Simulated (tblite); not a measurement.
Compound: C4H6AlBrO2.
SMILES with atom numbers: `[Br:1]/[CH:2]=[CH:3]/[Al:4]1[O:5][CH2:6][CH2:7][O:8]1` (hydrogens: H9 on C2; H10 on C3; H11, H12 on C6; H13, H14 on C7)

Computed with GFN2-xTB (tblite), gas phase: L-BFGS steps from a force-field or distance-geometry start until the largest atomic force falls under 0.01 eV/Å.

The end geometry, which sets the zero of energy:
```
atom  x, y, z in Å
Br1     4.9234    0.1065   -0.0135
C2      3.0211    0.2039    0.0633
C3      2.2146   -0.7210   -0.4315
Al4     0.3027   -0.3784   -0.2194
O5     -0.4282    0.9559    0.5403
C6     -1.8277    0.8408    0.4911
C7     -2.2480   -0.4860   -0.2425
O8     -1.1134   -1.2007   -0.6641
H9      2.6818    1.1013    0.5569
H10     2.6167   -1.6025   -0.9186
H11    -2.2347    1.7046   -0.0427
H12    -2.2179    0.8381    1.5130
H13    -2.8297   -1.1156    0.4370
H14    -2.8613   -0.2476   -1.1163
```

Question: These geometries come from the run, each turned onto the end geometry. Order them by energy, lowest first.
A.
```
atom  x, y, z in Å
Br1     4.8203    0.3691   -0.2797
C2      2.9633    0.1659    0.1227
C3      2.2140   -0.8073   -0.3708
Al4     0.3175   -0.4829   -0.1023
O5     -0.3852    0.9006    0.5903
C6     -1.7871    0.8681    0.4620
C7     -2.2372   -0.4693   -0.2521
O8     -1.1108   -1.2377   -0.5971
H9      2.5896    0.9189    0.8034
H10     2.6285   -1.5682   -1.0199
H11    -2.1119    1.7313   -0.1344
H12    -2.2267    0.9281    1.4674
H13    -2.8632   -1.0545    0.4284
H14    -2.8115   -0.2631   -1.1649
```
B.
```
atom  x, y, z in Å
Br1     4.6858    0.5914   -0.5366
C2      2.9213    0.1986    0.1203
C3      2.1706   -0.7816   -0.3648
Al4     0.2657   -0.7062    0.1792
O5     -0.4480    0.6047    1.0153
C6     -1.7155    0.8328    0.4402
C7     -2.2308   -0.4652   -0.2474
O8     -1.1615   -1.3402   -0.5088
H9      2.6718    0.8673    0.9387
H10     2.5517   -1.4127   -1.1743
H11    -1.5988    1.6213   -0.3144
H12    -2.4463    1.1564    1.1911
H13    -2.9448   -0.9885    0.3947
H14    -2.7217   -0.1789   -1.1801
```
C.
```
atom  x, y, z in Å
Br1     4.5509    0.6035   -0.6345
C2      2.8523    0.2455    0.1281
C3      2.0427   -0.6899   -0.3435
Al4     0.2126   -0.7728    0.3452
O5     -0.5474    0.4310    1.2832
C6     -1.6145    0.7952    0.4244
C7     -2.1863   -0.4756   -0.2703
O8     -1.1259   -1.3753   -0.5076
H9      2.6613    0.8910    0.9734
H10     2.3034   -1.2581   -1.2345
H11    -1.2117    1.4425   -0.3649
H12    -2.3766    1.3244    1.0035
H13    -2.9251   -0.9479    0.3847
H14    -2.6365   -0.2142   -1.2341
```
D.
```
atom  x, y, z in Å
Br1     4.9029    0.1299    0.0402
C2      2.9995    0.1975    0.0757
C3      2.2160   -0.7247   -0.4596
Al4     0.3015   -0.3915   -0.2533
O5     -0.4113    0.9846    0.4442
C6     -1.8088    0.8449    0.4805
C7     -2.2504   -0.4848   -0.2321
O8     -1.1262   -1.2348   -0.6211
H9      2.6366    1.0738    0.5899
H10     2.6374   -1.5912   -0.9554
H11    -2.2685    1.7038   -0.0150
H12    -2.1291    0.8247    1.5253
H13    -2.8570   -1.0809    0.4548
H14    -2.8431   -0.2522   -1.1212
```
E.
```
atom  x, y, z in Å
Br1     4.7506    0.4833   -0.4192
C2      2.9657    0.1577    0.1342
C3      2.2112   -0.8186   -0.3465
Al4     0.2980   -0.5844    0.0106
O5     -0.3973    0.7729    0.7767
C6     -1.7633    0.8587    0.4502
C7     -2.2349   -0.4659   -0.2537
O8     -1.1357   -1.2846   -0.5719
H9      2.6194    0.8733    0.8594
H10     2.6400   -1.4846   -1.0875
H11    -1.9201    1.7172   -0.2151
H12    -2.3560    1.0072    1.3605
H13    -2.9058   -0.9905    0.4354
H14    -2.7724   -0.2424   -1.1801
```

Answer: D (0.003 eV), A (0.047 eV), E (0.085 eV), B (0.173 eV), C (0.303 eV).

In the order of the answer:

```json
{"step": "48", "E above end (eV)": "0.003", "largest force (eV/Å)": "0.05", "rms force component (eV/Å)": "0.017", "rms distance from end (Å)": "0.053", "rms bond change (Å)": "0.001", "bond most changed (Å)": "Al4–O8 +0.002"}
{"step": "33", "E above end (eV)": "0.047", "largest force (eV/Å)": "0.20", "rms force component (eV/Å)": "0.078", "rms distance from end (Å)": "0.163", "rms bond change (Å)": "0.005", "bond most changed (Å)": "C3–Al4 -0.011"}
{"step": "28", "E above end (eV)": "0.085", "largest force (eV/Å)": "0.20", "rms force component (eV/Å)": "0.074", "rms distance from end (Å)": "0.267", "rms bond change (Å)": "0.004", "bond most changed (Å)": "Br1–C2 -0.009"}
{"step": "21", "E above end (eV)": "0.173", "largest force (eV/Å)": "0.34", "rms force component (eV/Å)": "0.114", "rms distance from end (Å)": "0.412", "rms bond change (Å)": "0.011", "bond most changed (Å)": "C3–Al4 +0.029"}
{"step": "9", "E above end (eV)": "0.303", "largest force (eV/Å)": "0.26", "rms force component (eV/Å)": "0.090", "rms distance from end (Å)": "0.577", "rms bond change (Å)": "0.007", "bond most changed (Å)": "C6–C7 -0.016"}
```

What follows is the cost of the whole relaxation. The run took 0.64 s on an Arm Neoverse V1 with one thread, no GPU, shared host with 64 logical CPUs at a one-minute load of 28.
